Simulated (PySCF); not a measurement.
Compound: dimethyl(thiophen-2-yl)phosphine oxide, C6H9OPS.
SMILES with atom numbers: `[CH3:1][P:2]([CH3:3])(=[O:4])[c:5]1[cH:6][cH:7][cH:8][s:9]1` (hydrogens: H10, H11, H12 on C1; H13, H14, H15 on C3; H16 on C6; H17 on C7; H18 on C8)

The same species was optimised twice, with GFN2-xTB and with PBE0-D3(BJ)/def2-SVP (PySCF), and the same property calculations (PySCF, gas phase) were run on both structures.

```json
{"coordinate": "P2=O4 (Å)", "GFN2-xTB": "1.466", "PBE0-D3(BJ)/def2-SVP": "1.496", "change": "+0.030"}
{"coordinate": "C1–P2 (Å)", "GFN2-xTB": "1.832", "PBE0-D3(BJ)/def2-SVP": "1.815", "change": "-0.017"}
{"coordinate": "P2–C3 (Å)", "GFN2-xTB": "1.832", "PBE0-D3(BJ)/def2-SVP": "1.815", "change": "-0.017"}
{"coordinate": "C7–C8 (Å)", "GFN2-xTB": "1.358", "PBE0-D3(BJ)/def2-SVP": "1.371", "change": "+0.013"}
{"coordinate": "C5–C6 (Å)", "GFN2-xTB": "1.363", "PBE0-D3(BJ)/def2-SVP": "1.375", "change": "+0.012"}
{"coordinate": "C6–C7 (Å)", "GFN2-xTB": "1.411", "PBE0-D3(BJ)/def2-SVP": "1.422", "change": "+0.011"}
{"coordinate": "P2–C5 (Å)", "GFN2-xTB": "1.802", "PBE0-D3(BJ)/def2-SVP": "1.807", "change": "+0.005"}
{"coordinate": "C5–S9 (Å)", "GFN2-xTB": "1.731", "PBE0-D3(BJ)/def2-SVP": "1.727", "change": "-0.004"}
{"coordinate": "C8–S9 (Å)", "GFN2-xTB": "1.717", "PBE0-D3(BJ)/def2-SVP": "1.716", "change": "-0.001"}
{"coordinate": "P2–C5–S9 (°)", "GFN2-xTB": "123.2", "PBE0-D3(BJ)/def2-SVP": "126.1", "change": "+2.9"}
{"coordinate": "P2–C5–C6 (°)", "GFN2-xTB": "125.5", "PBE0-D3(BJ)/def2-SVP": "122.9", "change": "-2.6"}
{"coordinate": "O4–P2–C5 (°)", "GFN2-xTB": "113.1", "PBE0-D3(BJ)/def2-SVP": "111.2", "change": "-1.9"}
{"coordinate": "C5–S9–C8 (°)", "GFN2-xTB": "91.0", "PBE0-D3(BJ)/def2-SVP": "92.0", "change": "+1.0"}
{"coordinate": "C3–P2–O4 (°)", "GFN2-xTB": "114.1", "PBE0-D3(BJ)/def2-SVP": "114.8", "change": "+0.7"}
{"coordinate": "C1–P2–O4 (°)", "GFN2-xTB": "114.2", "PBE0-D3(BJ)/def2-SVP": "114.8", "change": "+0.6"}
{"coordinate": "C1–P2–C5 (°)", "GFN2-xTB": "104.6", "PBE0-D3(BJ)/def2-SVP": "105.2", "change": "+0.6"}
{"coordinate": "C7–C8–S9 (°)", "GFN2-xTB": "112.2", "PBE0-D3(BJ)/def2-SVP": "111.7", "change": "-0.5"}
{"coordinate": "C1–P2–C5–C6 (°)", "GFN2-xTB": "-126", "PBE0-D3(BJ)/def2-SVP": "-127", "change": "-1"}
```

Rotational constants: A = 2233, B = 869.6, C = 757.9 MHz (GFN2-xTB) against A = 2224, B = 862.9, C = 749.2 MHz (PBE0-D3(BJ)/def2-SVP). Atoms that the bonding makes alike are paired by their places after alignment.

On the GFN2-xTB structure: HOMO (eV) -7.28 [PBE0/pcSseg-1]; LUMO (eV) -1.05 [PBE0/pcSseg-1]; dipole (D) 3.62 [PBE0/pcSseg-1]; GIAO shielding of C1/C3 (mean) (ppm) 161.8 [PBE0/pcSseg-1]; GIAO shielding of P2 (ppm) 322.1 [PBE0/pcSseg-1]; GIAO shielding of O4 (ppm) 239.5 [PBE0/pcSseg-1]; GIAO shielding of C5 (ppm) 39.7 [PBE0/pcSseg-1]; GIAO shielding of C6 (ppm) 45.6 [PBE0/pcSseg-1]; GIAO shielding of C7 (ppm) 55.0 [PBE0/pcSseg-1]; GIAO shielding of C8 (ppm) 46.4 [PBE0/pcSseg-1]; GIAO shielding of S9 (ppm) 274.4 [PBE0/pcSseg-1].

Task: What do these properties become on the PBE0-D3(BJ)/def2-SVP structure?

Result: 
| property | level | on GFN2-xTB | on PBE0-D3(BJ)/def2-SVP | change |
| --- | --- | --- | --- | --- |
| HOMO (eV) | PBE0/pcSseg-1 | -7.28 | -7.26 | +0.02 |
| LUMO (eV) | PBE0/pcSseg-1 | -1.05 | -1.05 | 0.00 |
| dipole (D) | PBE0/pcSseg-1 | 3.62 | 3.71 | +0.09 |
| energy, GFN2-xTB geometry as zero (kcal/mol) | PBE0/pcSseg-1 | 0.0 | -1.3 | -1.3 |
| GIAO shielding of C1/C3 (mean) (ppm) | PBE0/pcSseg-1 | 161.8 | 161.6 | -0.2 |
| GIAO shielding of P2 (ppm) | PBE0/pcSseg-1 | 322.1 | 315.7 | -6.4 |
| GIAO shielding of O4 (ppm) | PBE0/pcSseg-1 | 239.5 | 231.2 | -8.3 |
| GIAO shielding of C5 (ppm) | PBE0/pcSseg-1 | 39.7 | 40.2 | +0.5 |
| GIAO shielding of C6 (ppm) | PBE0/pcSseg-1 | 45.6 | 40.7 | -4.9 |
| GIAO shielding of C7 (ppm) | PBE0/pcSseg-1 | 55.0 | 51.9 | -3.1 |
| GIAO shielding of C8 (ppm) | PBE0/pcSseg-1 | 46.4 | 44.4 | -2.0 |
| GIAO shielding of S9 (ppm) | PBE0/pcSseg-1 | 274.4 | 276.2 | +1.8 |

The heavy atoms differ by 0.040 Å rms after alignment (one structure mirrored). Among bonds between heavy atoms P2=O4 changes most (+0.030 Å). Changes are differences of the printed values. Neither structure is proved a minimum here.

Shape of the structure used: `[CH3:1][P:2]([CH3:3])(=[O:4])[c:5]1[cH:6][cH:7][cH:8][s:9]1`: C1–P2–C5–C6 -127°.
